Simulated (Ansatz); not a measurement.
Consider the redistribution: `[SiH3]B[SiH2]Cl` + `CB(N)[SiH3]` → `[SiH3]B[SiH3]` + `CB(N)[SiH2]Cl`.

Computed with Ansatz on PBE0-D4/def2-TZVP structures; ΔE is electronic, products minus reactants. CCSD(T)/CBS is the MP2 limit (def2-TZVPP, def2-QZVPP) plus CCSD(T) − MP2 in def2-TZVPP, frozen cores. Each species was taken in one conformer, which may not be the lowest.

```
          species  HF/def2-QZVPP energy (Eh)
`[SiH3]B[SiH2]Cl`                -1065.62596
    `CB(N)[SiH3]`                 -410.70795
  `[SiH3]B[SiH3]`                 -606.62259
  `CB(N)[SiH2]Cl`                 -869.71187
```

(1) Work out ΔE.

Largest T1 diagnostic among the species: 0.014.

Answers

(1) ΔE = (-606.62259) + (-869.71187) − (-1065.62596) − (-410.70795) = -0.00055 Eh = -1.4 kJ/mol. CCSD(T)/CBS gives -1.4 kJ/mol.
